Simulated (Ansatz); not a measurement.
[GeI3]- (GeI3⁻): single points at one geometry.

```yaml
crystal:
  periodic: [false, false, false]
  atoms:
    - {symbol: Ge, position_ang: [-0.038348, -0.000058, 0.960843]}
    - {symbol: I, position_ang: [2.388106, -0.032888, -0.224891]}
    - {symbol: I, position_ang: [-1.146468, 2.075408, -0.367231]}
    - {symbol: I, position_ang: [-1.203290, -2.042463, -0.368721]}
basis:
  gaussian: {orbitals: def2-TZVPD, initial_orbitals: start.molden}
total_charge: -1
magnetization: {spin_polarized: true, initial_magnetization: 2}
hamiltonian: {xc: r2scan, dispersion: d4}
scf: {omitted_lower_state_checks: [starts]}
output: {orbitals: {seedname: orbitals}}
```

The file start.molden holds the orbitals of an earlier run on this structure, at another level or in another basis.

```sh
$ ansatz run in.yaml --threads 4 --pin off --events-out ev --progress --plain --max-ram 3916MiB
```

Shortened log:

```
Functional definition: r2SCAN
1615 factors; their error is unknown
mean field evaluation 1: about -80834.2077 eV, gradient 6.0e0 eV
mean field evaluation 2: about -80834.2680 eV, gradient 9.3e-2 eV
mean field evaluation 4: about -80834.2425 eV, gradient 1.1e-3 eV
mean field evaluation 8: about -80834.2425 eV, gradient 3.0e-5 eV
mean field -80834.24254629 eV, -2970.6036221588 hartree, gradient 1.5e-5 eV, S^2 2.009559; 0 other end points of the search recorded, 0 dependent functions left out
reference -80834.24261911 eV, -2970.6036248347 hartree; 55, 53 occupied and 176, 178 virtual orbitals, 1615 factors
Total energy: -80834.29531379 eV, -2970.6055613286 hartree
Checks for a lower state left out: starts
```

Hardware: 4 threads of Arm Neoverse V2 on a shared host. Wall time 12 s.

As the first input, with `gaussian: {orbitals: def2-TZVPD}`, `hamiltonian: {xc: pbe0, dispersion: d4}` (abridged; 21 s):

```
Functional definition: PBE0
mean field evaluation 16: about -80818.8846 eV, gradient 7.1e-4 eV
mean field -80818.88458280 eV, -2970.0392274103 hartree, gradient 1.9e-5 eV, S^2 2.007883
Total energy: -80819.12028700 eV, -2970.0478893799 hartree
Checks for a lower state left out: starts
```

First input, but with `hamiltonian: {xc: pbe, dispersion: d4}` (abridged; 5 s):

```
Functional definition: PBE
mean field -80815.60082717 eV, -2969.9185516169 hartree, gradient 2.1e-5 eV, S^2 2.002887
Total energy: -80815.86753833 eV, -2969.9283530711 hartree
Checks for a lower state left out: starts
```

Geometry: PBE0-D4/def2-SVPD, that of the charge -1 singlet.

In the def2 sets I takes a core potential; there is no spin–orbit coupling. At r2SCAN-D4/def2-TZVPD, PBE0-D4/def2-TZVPD, PBE-D4/def2-TZVPD the highest occupied level of the charge -1 triplet lies above zero (up to 0.98 eV). By energy differences its removal costs 1.00 eV (vertical, to the charge 0 doublet, at PBE-D4/def2-TZVPD); a positive level beside a positive removal energy at the same level points to self-interaction error. At PBE0-D4/def2-TZVPD a singlet of charge -1 lies 3.08 eV below the triplet at the same geometry.
